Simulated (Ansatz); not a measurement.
Reaction (cleavage of the B–Si bond): `NB[SiH2]N` + NH₃ → `NBN` + `N[SiH3]`

Gas-phase electronic energies from Ansatz, PBE0-D4/def2-TZVP geometries. CBS: MP2 limit from def2 TZ/QZ plus the TZ coupled-cluster correction, frozen cores. This one scheme is used for every species. Functionals use def2-TZVPP. B3LYP here is the variant with VWN-RPA as its local correlation; programs differ in this. One conformer a species, not always the lowest.

| level | ΔE (kJ/mol) |
| --- | --- |
| B3LYP-D4 | -118.3 |
| CCSD/CBS(def2) | -116.7 |

Task: What does CCSD(T)/CBS give? (Estimate.)

Result: Computed: -113.6 kJ/mol. The listed levels differ from it by -4.7, -3.1 kJ/mol.

Largest T1 diagnostic among the species: 0.013.

The D4 term adds +3.7 kJ/mol with B3LYP and +2.3 kJ/mol with PBE0; it sums over pairs of atoms, weighted by their polarisabilities, and B3LYP, whose exchange is more repulsive, gets the larger term. In def2-TZVPP, CCSD(T) changes the Hartree–Fock value by +22.4 kJ/mol (the triples alone add +3.2 kJ/mol) and MP2 by +15.7 kJ/mol.
